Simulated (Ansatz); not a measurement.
CClF (SMILES F[C]Cl) moved off its minimum; all values from Ansatz (an electronic-structure program), cores frozen in correlated methods.
(charge 0, multiplicity 1)
```xyz
3

F     -1.3959    -0.4111    -0.0231
C     -0.6382     0.5899    -0.1245
Cl     1.0563    -0.0383     0.0101
```

| level | largest force (eV/Å) | on atom | rms difference from CCSD(T)/aug-cc-pV(T+d)Z (eV/Å) | dipole (D) |
|---|---|---|---|---|
| HF/def2-TZVPP | 1.22 | Cl3 | 0.848 | 0.68 |
| PBE/def2-TZVPP | 2.03 | C2 | 0.230 | 0.95 |
| r2SCAN/def2-TZVPP | 1.61 | C2 | 0.102 | 0.92 |
| B3LYP/def2-TZVPP | 1.52 | C2 | 0.132 | 0.84 |
| wB97M-V/def2-TZVPP | 1.60 | C2 | 0.185 | 0.85 |
| MP2/aug-cc-pV(T+d)Z | 1.72 | C2 | 0.177 | 0.84 |
| CCSD(T)/aug-cc-pV(T+d)Z | 1.81 | C2 | 0.000 | 0.74 |

The differences count from one level among others, with limits of its own. Forces at CCSD(T)/aug-cc-pV(T+d)Z (eV/Å):

```tsv
atom	Fx	Fy	Fz
F1	-0.925	-1.200	0.121
C2	1.535	0.964	-0.071
Cl3	-0.610	0.236	-0.050
```

Doubts at one or more of the structures used: a restricted determinant that unrestricted orbitals would lower (MP2/aug-cc-pV(T+d)Z, CCSD(T)/aug-cc-pV(T+d)Z).
